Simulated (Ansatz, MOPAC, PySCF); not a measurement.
Lewis adduct: BF3 (SMILES FB(F)F) (first 4 atoms) with H2O (SMILES O); geometry from B3LYP-D3(BJ)/def2-TZVP, rigid monomers moved along the line of their centres of mass till B2···O5 is 1.68 Å.
(charge 0, multiplicity 1):
```xyz
7

F      1.05792    -0.78438     0.30187
B      0.02947     0.02507     0.57220
F      0.21096     1.34710     0.36965
F     -1.21323    -0.46047     0.36874
O      0.03956     0.01409     2.25071
H     -0.82404    -0.28675     2.56407
H      0.16675     0.91827     2.56812
```

Counterpoise-corrected where a basis set is named; no monomer relaxation.

Correlated levels freeze the cores. The state that PM3 reach isn't checked.

Run with Ansatz (Gaussian basis) for Hartree–Fock, density functionals and correlated methods; MOPAC for PM3 (differences of heats of formation); PySCF for the dispersion terms. Values without a source in brackets are computed.

### Question
One of these levels gives -12.64 kcal/mol for the interaction energy. Which?
A) r2SCAN-D4/def2-TZVPPD
B) CCSD(T)/aug-cc-pVDZ
C) PM3
D) B3LYP-D4/def2-TZVPPD

### Answer
B, CCSD(T)/aug-cc-pVDZ. The others give -42.01 (PM3), -18.78 (r2SCAN-D4/def2-TZVPPD), -15.21 (B3LYP-D4/def2-TZVPPD)

Ansatz is a first-principles code.
